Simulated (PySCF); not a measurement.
**Simulated characterisation data**

One computed conformer, no solvent model, non-relativistic Hamiltonian, equivalent nuclei averaged. Geometry: GFN2-xTB; GIAO PBE0/pcSseg-1 shieldings; PySCF.

References, each an isolated molecule treated in the same way: $^{1}$H, $^{13}$C vs TMS. Where no couplings were computed, multiplicities follow the n + 1 count of equivalent neighbours, and m marks all less simple cases (inequivalent or close neighbours, rings, F or P nearby). Shifts are as computed. Against solution values, carbons near 30 ppm lie about +3 ppm off and those near 130 ppm about +5 ppm. Of 1211 compounds with measured shifts, 218 miss one by over three times the rms of a fit or turn the order of signals round; such compounds aren't used in these exercises.

Compound 1 (C3H10O4Si2). $^{1}$H NMR (400 MHz, computed): δ 5.00 (s, 2H), 4.91 (s, 2H), 4.82 (s, 3H), 3.79 (s, 3H). $^{13}$C{$^{1}$H} NMR (computed): δ 180.5 (C), 66.2 (CH2), 49.7 (CH3). Structure: `[SiH3]OC(CO[SiH2]OC)=O`.

Compound 2 (C8H13N). $^{1}$H NMR (400 MHz, computed): δ 5.86 (m, 2H), 3.68 (m, 4H), 2.97 (m, 1H), 2.04 (m, 2H), 2.00 (m, 2H), 1.89 (m, 1H), 1.86 (m, 1H). $^{13}$C{$^{1}$H} NMR (computed): δ 135.1, 63.1, 60.5, 28.6, 14.9. Structure: `C1=CCN(C2CCC2)C1`.
